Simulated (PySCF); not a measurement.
Geometry (Å), atoms numbered from 1 in this order:
```xyz
9

Si   -0.8303   -0.0039   -0.5767
N    -0.7838   -0.0081    1.1404
C    -0.7117   -0.0123    2.3349
S    -0.6234   -0.0176    3.9025
N     0.7809   -0.0041   -1.1721
C     1.9193   -0.0076   -1.5411
S     3.4104   -0.0118   -2.0331
H    -1.5128    1.2297   -1.0373
H    -1.5157   -1.2337   -1.0432
```

Geometry: PBE0-D3(BJ)/def2-SVP; GIAO shifts from PySCF 2.14.0 with density-fitted response routines, gas phase, non-relativistic, averaged over equivalent atoms.

At KT2/pcSseg-1 (150 basis functions, 31 s wall time on 1 thread of an Intel Xeon, shared host):
```tsv
atoms	δ (ppm)
Si1	-88.9
N2/N5	112.3
C3/C6	134.9
S4/S7	-197.8
H8/H9	5.05
```

Scale: TMS for ²⁹Si (σ = 361.05 ppm), ¹³C (σ = 183.22 ppm), ¹H (σ = 31.18 ppm); ¹⁵N (σ = 264.30 ppm) against NH3; CS2 for ³³S (σ = 518.69 ppm) (reference shieldings calculated alike).

Estimate the result of repeating the calculation with PBE0/pcSseg-1.

Results:


| atoms | δ at PBE0/pcSseg-1 | change |
| --- | --- | --- |
| Si1 | -83.9 | +5.0 |
| N2/N5 | 115.9 | +3.6 |
| C3/C6 | 150.7 | +15.8 |
| S4/S7 | -214.5 | -16.7 |
| H8/H9 | 4.86 | -0.19 |

δ = σ(ref) − σ, references computed at the same level: ²⁹Si (σref 351.99), ¹³C (σref 184.41), ¹H (σref 31.27) against TMS; NH3 for ¹⁵N (σref 265.67); ³³S (σref 495.66) vs CS2.

The largest change is at S4/S7 (thione sulfur). Cost: 150 basis functions, 35 s wall time on 1 thread of an Intel Xeon, shared host.

Experimental scales use liquid or dissolved standards, which lie at an offset from isolated NH3 (liquid NH3: subtract about 20 ppm).
